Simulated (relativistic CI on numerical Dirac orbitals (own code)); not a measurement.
Hyperfine structure of Kr IX, mass number 85

Method of calculation: Dirac-Coulomb-Breit CI, orbitals from a KLI potential per configuration, model QED, unscaled Slater integrals (own radial code, finite nucleus).

CI space (outside the closed core [Ne] 3s2): 3p⁶3d¹⁰, 3p⁶3d⁹4s, 3p⁶3d⁹4p, 3p⁶3d⁸4s², 3p⁶3d⁹4d, 3p⁶3d⁸4s4p, 3p⁶3d⁹5s, 3p⁶3d⁸4p², 3p⁶3d⁹4f, 3p⁶3d⁹5p, 3p⁶3d⁸4s4d, 3p⁶3d⁹5d, 3p⁶3d⁸4p4d, 3p⁶3d⁹5f, 3p⁶3d⁹5g, 3p⁵3d¹⁰4s. Levels of other configurations are missing.

Nuclear spin I = 9/2, μ = -1.0055 μN, Q = 0.443 b (tables of Stone and Pyykkö). The electronic factors are computed for point nuclear moments, without core polarisation or the Bohr-Weisskopf and QED corrections.

```
        Level   E (eV)  A (MHz)  B (MHz)
 3p⁶3d⁹4s ³D3   84.785    -1906    -1680
 3p⁶3d⁹4s ³D2   85.169    620.9    -1070
 3p⁶3d⁹4s ³D1   86.053     1092     -610
 3p⁶3d⁹4s ¹D2   86.557    -2633    -1490
3p⁶3d⁹4p ³P°2  102.843   -99.91     -559
3p⁶3d⁹4p ³F°3  103.726   -762.9     -970
3p⁶3d⁹4p ³P°1  104.158   -413.7      129
3p⁶3d⁹4p ³F°2  104.650    -1238     -994
```

Levels with J = 0, under 50 % of one LS term, or S terms without an open s electron are left out. Small factors come from cancelling terms and can be off by tens of per cent or more.

At this charge configurations can still be misplaced by up to about 7 % of their energy.

Task: Give the hyperfine levels of 3p⁶3d⁹4s ³D3 relative to its centre of gravity.

Result: With K = F(F + 1) − I(I + 1) − J(J + 1), E = AK/2 + B[¾K(K + 1) − I(I + 1)J(J + 1)]/[2I(2I − 1)J(2J − 1)]: F = 3/2: 30680, F = 5/2: 26270, F = 7/2: 19990, F = 9/2: 11750, F = 11/2: 1416, F = 13/2: -11160, F = 15/2: -26150 MHz.

LS names give the leading component of a level, which can be under half, so a name can repeat, a term be missing and a line seem to break the LS rules.
